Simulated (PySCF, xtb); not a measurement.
In(H)(Cl)(OH) (ClH2InO), SMILES [OH][InH][Cl]. One conformer was computed; it need not be the lowest.

Harmonic wavenumbers (cm⁻¹) from xtb with GFN2-xTB at its own minimum, in rising order: 107, 251, 324, 325, 436, 440, 616, 1544, 3648.

**Question.** What does B3LYP-D3(BJ)/def2-TZVP (PySCF) give at its own minimum? (Estimate from the structure and the level; the computed values follow.)

**Answer.** 125, 312, 349, 381, 434, 600, 806, 1858, 3821. Paired by order, the mean absolute difference is 111 cm⁻¹ and the zero-point energies are 11.0 and 12.4 kcal/mol.
